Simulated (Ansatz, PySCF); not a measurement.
Process, species as SMILES: OB(O[SiH3])O[SiH3] + 2 B (BH3) + 2 O (H2O) -> 3 BO (H3BO) [borinic acid] + 2 O[SiH3] [hydroxysilane]
Structures are relaxed separately at B3LYP-D3(BJ)/def2-TZVP in Ansatz (a program for electronic structure), one conformer each, not searched for the lowest. Frequencies are from Ansatz or PySCF.
Geometry of the first species:
```
O
B 1 1.3656
O 2 1.3674 1 120.16
O 2 1.3682 1 119.14 3 -180.00
H 4 0.9621 2 112.88 1 -180.00
Si 1 1.6560 2 132.32 3 180.00
Si 3 1.6579 2 129.60 1 0.00
H 6 1.4770 1 106.37 2 180.00
H 7 1.4771 3 106.35 2 -180.00
H 6 1.4790 8 109.87 1 -119.52
H 6 1.4790 8 109.87 10 -120.96
H 7 1.4793 9 109.84 3 -119.60
H 7 1.4793 9 109.84 12 -120.79
```
Charge 0, spin multiplicity 1.

Quantity: bond separation energy (enthalpy at 298 K, with B3LYP-D3(BJ) rigid-rotor harmonic-oscillator terms), in eV. Correlated levels leave the core frozen unless marked. Spin-orbit coupling is left out. No relativistic terms. CBS(X,Y): correlation extrapolated as X^-3; Hartree-Fock from the larger set. [CCSD(T)-MP2]/basis is that difference in the basis named.

| level | program | bond separation energy (eV) |
|---|---|---|
| HF/6-31G | Ansatz | 0.62 |
| BLYP/def2-TZVPD | Ansatz | -0.45 |
| revPBE/def2-TZVPD | Ansatz | -0.46 |
| B3LYP-D3(BJ)/def2-TZVPD | Ansatz + dftd3 | -0.18 |
| PBE0/def2-TZVPD | Ansatz | -0.29 |
| wB97X/def2-TZVPD | Ansatz | -0.17 |
| MP2/cc-pwCVTZ | Ansatz | -0.27 |
| MP2/cc-pV(Q+d)Z | Ansatz | -0.20 |
| RI-MP2/CBS(cc-pV(T+d)Z,cc-pV(Q+d)Z) | Ansatz | -0.18 |
| SCS-MP2/cc-pV(Q+d)Z | Ansatz | -0.19 |
| CCSD/STO-3G | Ansatz | -0.98 |
| CCSD/aug-cc-pV(D+d)Z | Ansatz | 0.07 |
| CCSD(T)/cc-pVTZ | Ansatz | -0.22 |
| RI-MP2/CBS(aug-cc-pV(T+d)Z,aug-cc-pV(Q+d)Z)+[CCSD(T)-MP2]/aug-cc-pV(D+d)Z | Ansatz | -0.12 |
| CCSD(T)/CBS(cc-pV(T+d)Z,cc-pV(Q+d)Z) | Ansatz | -0.16 |
